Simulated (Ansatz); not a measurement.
`[NH2][GaH][O][SiH2]O` → `[NH2][GaH][OH]` + `O[SiH]`  (silylene formation by 1,1-elimination)

Program: Ansatz. Geometries: PBE0-D4/def2-TZVP. ΔE: electronic, gas phase. CCSD(T)/CBS adds triple-zeta CCSD(T) − MP2 to the extrapolated MP2 energy (def2 sets, frozen cores). This one scheme is used for every species. DFT in def2-TZVPP. B3LYP here is the variant with VWN-RPA as its local correlation; programs differ in this. For Ga outer-core shells are correlated without core-valence functions, which leaves a few kJ/mol of doubt a bond. Scalar relativity is left out up to krypton. One conformer a species, not always the lowest.

| species | B3LYP energy (Eh) |
| --- | --- |
| `[NH2][GaH][O][SiH2]O` | -2423.48571 |
| `[NH2][GaH][OH]` | -2057.39874 |
| `O[SiH]` | -365.97341 |

Q: Work out ΔE.

A: ΔE = (-2057.39874) + (-365.97341) − (-2423.48571) = 0.11356 Eh = +298.2 kJ/mol. CCSD(T)/CBS gives +320.2 kJ/mol.

Largest T1 diagnostic among the species: 0.016.

The D4 term adds +17.6 kJ/mol with B3LYP and +9.7 kJ/mol with PBE0; it sums over pairs of atoms, weighted by their polarisabilities, and B3LYP, whose exchange is more repulsive, gets the larger term. From PBE to PBE0 (25 % exact exchange), in def2-TZVPP and without D4, ΔE moves by +21.0 kJ/mol.
